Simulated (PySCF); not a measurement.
# Spin-rotation constants: `O([SiH2]O)/C=C\Cl`, C2H5ClO2Si

Geometry (Å), atoms numbered from 1 in this order:
```xyz
11

O     1.607   -1.906   -0.574
Si    1.601   -0.345   -0.128
O     0.115    0.178    0.310
C    -1.082   -0.408    0.376
C    -2.175    0.194    0.831
Cl   -2.163    1.818    1.397
H     1.656   -2.636    0.037
H     2.418   -0.097    1.050
H     1.940    0.330   -1.367
H    -1.144   -1.434    0.025
H    -3.131   -0.295    0.872
```

Level of theory: PySCF, GIAO PBE/pcSseg-1 magnetisability, rotational g tensor and spin-rotation constants, non-relativistic, gas phase. Geometry: GFN2-xTB, dihedral held. The dihedral O1–Si2–O3–C4 is held at 0°.

Task: Give the nuclear spin-rotation constants along the inertial axes (H = +C I·J) beside the isotropic shieldings.

Result: Rotational constants 8.0624, 0.9201, 0.8366 GHz. A star marks the isotopologue with that one atom substituted, in its own axes.
| atom | isotope | Caa (kHz) | Cbb (kHz) | Ccc (kHz) | mean (kHz) | σ (ppm) |
| --- | --- | --- | --- | --- | --- | --- |
| Cl6 | 35Cl | 2.171 | 0.195 | 0.138 | 0.835 | 782.6 |
| H7 | 1H | -0.965 | -0.075 | -0.025 | -0.355 | 29.3 |
| H8 | 1H | -0.725 | -0.036 | 0.008 | -0.251 | 26.1 |
| H9 | 1H | -0.685 | -0.060 | 0.022 | -0.241 | 26.5 |
| H10 | 1H | -0.352 | 0.042 | -0.091 | -0.134 | 24.8 |
| H11 | 1H | -0.471 | 0.032 | -0.093 | -0.177 | 26.3 |
| O1 | 17O* | -0.606 | -0.084 | -0.094 | -0.262 | 281.9 |
| Si2 | 29Si* | -5.000 | -0.552 | -0.503 | -2.018 | 368.4 |
| O3 | 17O* | -1.963 | -0.170 | -0.080 | -0.738 | 184.3 |
| C4 | 13C* | 2.541 | 0.442 | 0.170 | 1.051 | 42.6 |
| C5 | 13C* | 2.127 | 0.372 | 0.159 | 0.886 | 72.9 |

For the geometry as given, no vibrational averaging.
